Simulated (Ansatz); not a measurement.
# A cut through the energy surface

KHS (SMILES [SH][K]), singlet, at its PBE0-D4/def2-TZVP minimum:

```json
{"atom": "S1", "x (Å)": "-0.6254", "y (Å)": "-0.6832", "z (Å)": "-0.4241"}
{"atom": "K2", "x (Å)": "1.7280", "y (Å)": "0.0547", "z (Å)": "0.9544"}
{"atom": "H3", "x (Å)": "-1.1136", "y (Å)": "0.5637", "z (Å)": "-0.5436"}
```

The bond length S1–H3 (1.344 Å at the minimum) is set to the values below, the two halves moving rigidly along the bond. Each method's energies count from its own value at the PBE0-D4 minimum structure. Program: Ansatz 0.2.0. Basis: def2-TZVPP. Cores are frozen in the correlated methods. The outer core shell of Li, Na, Mg and K is correlated. The def2 sets are not built for correlating such inner shells, so the correlated values are less sure here. B3LYP uses VWN-RPA correlation.

```tsv
bond length (Å)	CCSD(T) (kJ/mol)	HF (kJ/mol)	wB97M-V (kJ/mol)	r2SCAN-D4 (kJ/mol)
1.183	42.3	39.6	42.2	43.5
1.230	19.2	17.0	19.1	20.0
1.298	2.6	1.6	2.6	2.9
1.378	1.5	2.4	1.5	1.3
1.467	15.6	19.4	15.9	15.1
1.562	41.4	49.0	42.4	41.0
1.664	75.4	88.1	77.9	75.6
1.771	113.7	132.7	118.7	115.2
1.882	153.0	179.7	162.0	156.9
```

Minimum and curvature along this coordinate at CCSD(T): A fifth-order fit through the nearest points gives 1.342 Å, with a curvature of about 26 eV/Å².

Treat the two halves as rigid bodies and work out the harmonic wavenumber of this stretch from that curvature (ν̃ = 521.5 √(k/μ) cm⁻¹ with k in eV/Å² and μ in u).

The halves weigh 71.16 and 1.01 u, so μ = 71.16 × 1.01/72.17 = 0.996 u and ν̃ = 521.5 √(26/0.996) ≈ 2700 cm⁻¹. A true normal mode mixes in other motions, so this is a guide only.

Largest difference from the CCSD(T) curve over the scan: PBE-D4 9.1; PBE0-D4 7.1; B3LYP-D4 2.2; MP2 18.1 kJ/mol. Each curve counts from its own value at the minimum.

The T1 diagnostic stays at or below 0.014. The restricted Hartree–Fock reference is unstable towards an unrestricted one here.

For scale, one of the runs: CCSD(T)/def2-TZVPP, 89 basis functions (an equivalent command: `ansatz run in.yaml --threads 2`). Hardware: 2 CPU threads, shared host. Wall time about 1.1 s.
